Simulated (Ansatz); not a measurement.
Compare A (`N[SiH2]CS`) with its isomer B (`NC([SiH3])S`).

Isolated molecules relaxed with PBE0-D4/def2-TZVP in Ansatz; ΔE leaves out vibrations. CBS: MP2 limit from def2 TZ/QZ plus the TZ coupled-cluster correction, frozen cores. DFT in def2-TZVPP. B3LYP here is the variant with VWN-RPA as its local correlation; programs differ in this. One conformer a species, not always the lowest.

(1) Which isomer does CCSD(T)/CBS put lower? Give the gap. (Best estimate.)

(2) Give E(B) − E(A) in kJ/mol with r2SCAN-D4, CCSD(T)/def2-TZVPP, PBE0-D4, ωB97M-V, CCSD/def2-TZVPP, PBE-D4, B3LYP-D4. (Estimate.)

Largest T1 diagnostic: 0.011.

Answers

(1) Ansatz gave: A, by 129.2 kJ/mol.

(2) The calculation gave: r2SCAN-D4 129.4, CCSD(T)/def2-TZVPP 126.4, PBE0-D4 124.9, ωB97M-V 129.0, CCSD/def2-TZVPP 128.2, PBE-D4 119.7, B3LYP-D4 126.8. None reverses the order clearly.

From PBE to PBE0 (25 % exact exchange), in def2-TZVPP and without D4, E(B) − E(A) moves by +5.0 kJ/mol.
